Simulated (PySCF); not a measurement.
# Steps of a relaxation of [Yb(PH3)]2+

[Yb(PH3)]2+ (singlet in the valence; each metal's 4f electrons, 14 of them, lie in its core potential, out of spins and levels). PySCF 2.14.0, RKS PBE0, Yb lcecp-0-SVP with ECP60, P def2-SVP, H def2-SVP; non-relativistic Hamiltonian with scalar-relativistic core potentials where named; density fitting; no spin-orbit coupling. Origin of the start: template. Columns: position (Å) and force (eV/Å). Energies are counted from the last step; some of the 5 steps are shown. Forces carry noise of the integration grid, about 0.01 to 0.03 eV/Å.

Run from Python with OMP_NUM_THREADS=2. Where DIIS fails, smearing, a level shift and second-order steps follow.
It took 5.3 s on 2 threads of Arm Neoverse V2, on a shared host, from the converged density of the start.

```xyz
5
step 0  E = 0.091 eV
Yb    0.0000    0.0000   -0.5009     0.00    0.00   -0.16
P     0.0000    0.0000    2.4966     0.00    0.00    1.17
H     1.2100    0.0000    3.2398     0.27    0.00   -0.34
H    -0.6050    1.0479    3.2398    -0.14    0.24   -0.34
H    -0.6050   -1.0479    3.2398    -0.14   -0.24   -0.34
```

```xyz
5
step 1  E = 0.013 eV
Yb    0.0000    0.0000   -0.4769     0.00    0.00   -0.08
P     0.0000    0.0000    2.5470     0.00    0.00    0.62
H     1.2588    0.0000    3.2150    -0.04    0.00   -0.18
H    -0.6294    1.0902    3.2150     0.02   -0.03   -0.18
H    -0.6294   -1.0902    3.2150     0.02    0.03   -0.18
```

```xyz
5
step 3  E = 0.000 eV
Yb    0.0000    0.0000   -0.4658     0.00    0.00   -0.01
P     0.0000    0.0000    2.5793     0.00    0.00    0.02
H     1.2751    0.0000    3.2006    -0.01    0.00    0.00
H    -0.6375    1.1043    3.2006     0.00   -0.01    0.00
H    -0.6376   -1.1043    3.2006     0.00    0.01    0.00
```

Q: Where does the relaxation end?

A: It converges at step 4 in C3v:
```xyz
5
step 4  E = 0
Yb    0.0000    0.0000   -0.4666
P     0.0000    0.0000    2.5798
H     1.2748    0.0000    3.2007
H    -0.6374    1.1040    3.2007
H    -0.6374   -1.1040    3.2007
```

Q: How did the contacts change?

A: 
```csv
contact,start (Å),end (Å)
Yb1–P2 (PH3),2.998,3.046
```


An lcecp potential fixes the number of 4f electrons, so in runs with it no electron can move into or out of that shell.
